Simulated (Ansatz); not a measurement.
Total energies of Si2Au2 (the lowest singlet isomer of a short search) from Ansatz at PBE0-D4/def2-TZVP, gas phase (1 Eh = 27.2114 eV = 2625.5 kJ/mol). The reference geometry is relaxed at r2SCAN-D4/def2-SVP.

```xyz
4

Au   -0.4542   -1.4922   -0.8482
Au    1.5578    0.5829    0.6213
Si   -0.7699   -0.0689    1.1508
Si   -0.3336    0.9782   -0.9239
```

```
                 state                       geometry  energy (Eh)
      charge 0 singlet                      reference   -850.26020
      charge 1 doublet                      reference   -850.00436
      charge 1 doublet  relaxed at r2SCAN-D4/def2-SVP   -850.00549
      charge 0 triplet  relaxed at r2SCAN-D4/def2-SVP   -850.22227
      charge 0 quintet  relaxed at r2SCAN-D4/def2-SVP   -850.17052
free Au atom (doublet)                              –   -135.70229
free Si atom (triplet)                              –   -289.24943
```

In the def2 sets Au takes a core potential; there is no spin–orbit coupling.

**Question.** Work out the vertical ionisation energy to the doublet.

**Answer.** E(charge 1 doublet) − E(charge 0 singlet) = -850.00436 − (-850.26020) = 0.25584 Eh = 6.96 eV. For comparison, −ε of the highest occupied level is 5.30 eV at this level, 1.66 eV less.

**Question.** How much does the charge 1 doublet relax, and what is the adiabatic ionisation energy?

**Answer.** Relaxation: -850.00436 − (-850.00549) = 0.00113 Eh = 0.03 eV. Adiabatic ionisation energy: 0.25471 Eh = 6.93 eV, without zero-point energy. 

**Question.** Which of the charge 0 states is lowest, and how far above it are the others?

**Answer.** The singlet. triplet: -850.22227 − (-850.26020) = 0.03793 Eh = 99.6 kJ/mol; quintet: -850.17052 − (-850.26020) = 0.08968 Eh = 235.5 kJ/mol.

**Question.** What is the binding energy per atom against free atoms?

**Answer.** Atoms: 2 × (-135.70229) + 2 × (-289.24943) = -849.90344 Eh. Binding: -849.90344 − (-850.26020) = 0.35676 Eh = 9.71 eV, or 2.43 eV for each of 4 atoms (no zero-point energy, no counterpoise term).

The structure comes from a short search, and lower isomers may exist.
